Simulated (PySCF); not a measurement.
Compound: C5H13AlS.
Cartesian coordinates in Å at the PBE0-D3(BJ)/def2-SVP level; atoms count from 1:
```
atom  x, y, z in Å
C1     3.8453    0.1370    0.0012
C2     2.7810   -0.5274   -0.4731
C3     1.5622    0.0663   -1.0845
Al4    0.3626    0.3313    0.4827
S5    -1.8639    0.7355   -0.5472
C6    -2.2911   -0.9288   -1.0983
C7    -2.8518    0.8606    0.9581
H8     3.9256    1.2254   -0.0924
H9     4.6701   -0.3851    0.4923
H10    2.7632   -1.6179   -0.3376
H11    1.1295   -0.5991   -1.8496
H12    1.7733    1.0438   -1.5487
H13    0.4744    1.7142    1.2833
H14   -0.0815   -0.9872    1.2940
H15   -3.3550   -0.9714   -1.3694
H16   -1.6807   -1.1354   -1.9877
H17   -2.0523   -1.6608   -0.3135
H18   -2.5896    0.0498    1.6533
H19   -2.6057    1.8273    1.4171
H20   -3.9210    0.8326    0.7070
```

Linear response at CAM-B3LYP/def2-SVPD (PySCF, frozen core in the response, non-relativistic).

Static isotropic polarisability: 117.61 au (17.43 Å³), principal values 96.0, 109.3, 147.6 au.

**Question.** What is the polarisability at 1064 nm and at the sodium D line?

**Answer.** 118.99 au at 1064 nm (+1.2 %), 122.32 au at 589.3 nm (+4.0 %). The rise at 589.3 nm is 3.41 times that at 1064 nm; a pure ω² law gives 3.26. The lowest singlet lies at 215 nm, shorter than both wavelengths.

**Question.** What is the isotropic C6 coefficient between two such molecules, C6 = (3/π)∫α(iω)² dω?

**Answer.** 4890 au (Eh·bohr⁶) by a ten-point quadrature over imaginary frequencies, which is 2920 eV·Å⁶ or 282 J·nm⁶/mol.

**Question.** Which effective excitation energy ω̄ makes London's formula C6 = (3/4)α²ω̄ exact here?

**Answer.** ω̄ = 4·C6/(3α²) = 0.471 Eh = 12.8 eV. A one-pole form α(ω) = α/(1 − ω²/ω̄²) fitted to the 1064 nm value gives 10.8 eV.

**Question.** How anisotropic is the static polarisability, by Δα² = ½[(α1 − α2)² + (α2 − α3)² + (α3 − α1)²]?

**Answer.** Δα = 46.4 au, or 0.39 of the isotropic value.

**Question.** What molar refraction at the D line follows from R = (4π/3)·N_A·α′, with α′ the polarisability volume?

**Answer.** α′ = 18.13 Å³ gives R = 45.72 cm³/mol, for isolated, non-vibrating species.

**Question.** What three-body coefficient follows from the one-pole estimate C9 = (3/4)·α·C6?

**Answer.** 431000 au. This is an estimate from the two numbers above, not a computed integral.

**Question.** The lowest 6 singlets have (eV, f): 5.78, 0.004; 5.96, 0.170; 6.17, 0.117; 6.36, 0.137; 6.51, 0.018; 6.56, 0.023. What share of the static polarisability do they carry in the sum over states α = Σ f/ω²?

**Answer.** 9.11 au, 7.7 % of α; the largest term, 3.55 au, is that of the state at 5.96 eV. Their oscillator strengths add up to 0.47. Higher states carry the rest.

One conformer stands for the species.
